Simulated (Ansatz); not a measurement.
Species: GeH4, net charge -1, doublet state. 
Structure (B3LYP-D3(BJ)/def2-TZVP (Ansatz, a first-principles code) minimum search):
```xyz
5

Ge     0.0149    -0.0017    -0.0432
H     -1.1285    -1.2108    -0.6105
H      0.4552    -0.8393     1.2357
H     -1.0984     0.9141     0.6297
H      1.2946     1.1915     0.1287
```
Charge -1, spin multiplicity 2.

Basis-set convergence of Hartree-Fock and MP2 correlation energies (hartree) with Ansatz. Valence correlation only, unless marked. Open shells are spin-unrestricted. No spin-orbit coupling. Frozen are the shells of the preceding noble gas and the d and f shells that filled before the atom's block. Non-relativistic. This anion needs diffuse functions, which these sets lack.

| basis | functions | E(HF) | E(corr, MP2) |
|---|---|---|---|
| cc-pVDZ | 47 | -2077.55961 | -0.12211 |
| cc-pVTZ | 99 | -2077.63864 | -0.15363 |
| cc-pVQZ | 188 | ? | ? |

Task: Complete the blanks.

Result: 
- cc-pVQZ, E(HF): -2077.64471
- cc-pVQZ, E(corr, MP2): -0.16469
